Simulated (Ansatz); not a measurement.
Species: C4H4NS (charge 0, doublet). It need not be the lowest isomer of its formula. 
Structure (B3LYP-D3(BJ)/def2-TZVP (Ansatz, a quantum-chemistry and plane-wave program) minimum search):
```xyz
10

N     -2.3534    -0.5836     0.0088
C     -0.9898    -0.3008     0.0131
C      0.0091    -1.2051    -0.4306
C      1.2837    -0.7875    -0.4385
S      1.3223     0.8519     0.1341
C     -0.3917     0.8842     0.3623
H     -2.5680    -1.5626     0.1202
H     -2.9032    -0.0099     0.6292
H      2.1875    -1.2946    -0.7288
H     -0.8674     1.7778     0.7340
```
Charge 0, spin multiplicity 2.

Basis-set convergence of Hartree-Fock and MP2 correlation energies (hartree) with Ansatz. Cores are frozen in the correlated levels unless marked. Open shells are spin-unrestricted. No spin-orbit coupling. Non-relativistic.

The UHF reference is spin-contaminated (<S^2> 0.35 over the pure value in the largest basis). 

```tsv
basis	functions	E(HF)	E(corr, MP2)
cc-pV(D+d)Z	113	-605.71181	-0.77170
cc-pV(T+d)Z	245	-605.78284	-0.95770
cc-pV(Q+d)Z	459	-605.80047	-1.02542
```

Extrapolating the two largest sets (X = 3 and 4) as X^-3: E(corr) = (64·(-1.02542) - 27·(-0.95770))/37 = -1.0748 Eh, an estimate of the basis-set limit. The largest set recovers 95.4 % of it, the smallest 71.8 %.
